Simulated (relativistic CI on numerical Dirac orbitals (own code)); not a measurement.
# One change at a time: Cd47+

Base calculation: Dirac-Coulomb-Breit CI, separate exchange-only KLI orbitals for each configuration, model QED.

CI space: 1s, 2s, 2p, 3s, 3p, 3d, 4s, 4p, 4d, 4f, 5s, 5p, 5d, 5f, 5g, 6s, 6p, 6d. Levels of other configurations are missing.

Variants: (1) QED terms removed; (2) non-relativistic limit. Shifts of the energy above 1s 2S_1/2, in eV, for the lowest level and the first level of each name with at least 55 % of one term (blank where a level changes its place among those of its configuration and J or its character, or is not in the variant):

| Level | Base | Δ(1) | Δ(2) |
| --- | --- | --- | --- |
| 1s 2S_1/2 | 0.0 | 0.0 | 0.0 |
| 2p 2P°_1/2 | 24183.3 | +29.6 | -673.5 |
| 2s 2S_1/2 | 24188.1 | +25.1 | -678.2 |
| 2p 2P°_3/2 | 24444.2 | +29.2 | -934.4 |
| 3p 2P°_1/2 | 28745.0 | +29.7 | -881.4 |
| 3s 2S_1/2 | 28746.4 | +28.3 | -882.8 |
| 3d 2D_3/2 | 28822.3 | +29.7 | -958.7 |
| 3p 2P°_3/2 | 28822.5 | +29.6 | -958.9 |
| 3d 2D_5/2 | 28846.6 | +29.7 | -983.0 |
| 4p 2P°_1/2 | 30330.7 | +29.7 | -943.3 |
| 4s 2S_1/2 | 30331.3 | +29.1 | -943.9 |
| 4d 2D_3/2 | 30363.3 | +29.7 | -975.8 |
| 4p 2P°_3/2 | 30363.3 | +29.7 | -975.9 |
| 4f 2F°_5/2 | 30373.5 | +29.7 | -986.1 |
